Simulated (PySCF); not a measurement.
Radial density of Ba⁺ (barium, charge +1)

r2SCANh, [Xe] 5d1, 2D determinant (an excited configuration). Calculation: PySCF 2.14, in aug-cc-pwCVTZ-X2C with one added diffuse shell each of s, p, d, f type (12s11p9d5f, 125 functions); the spin-free X2C one-electron Hamiltonian (Gaussian nucleus).

```
r (bohr)  4πr²ρ (e/bohr)  4πr²(ρα − ρβ)
  0.0272           66.53        -0.0009
  0.0458           70.49        -0.0015
  0.0770           95.73         0.0034
   0.130           71.74         0.0188
   0.218           81.73         0.0111
   0.367           38.89         0.0047
   0.617           33.06         0.0500
    1.04           13.36        -0.0136
    1.74           6.281         0.2038
    2.93           1.408         0.3462
    4.93          0.1131         0.0998
    8.30        0.003587         0.0036
```

Densities and radii are taken from the X2C orbitals without a picture-change correction, which distorts them close to the nucleus.

Spin-orbit coupling, absent here, splits the open shell strongly.

Question: Where is the radial spin density 4πr²(ρα − ρβ) most negative, and why is it negative at all?

Answer: Around r = 1.04 bohr, down to -0.0136 e/bohr: exchange with the open shell polarises the paired shells in an unrestricted calculation.
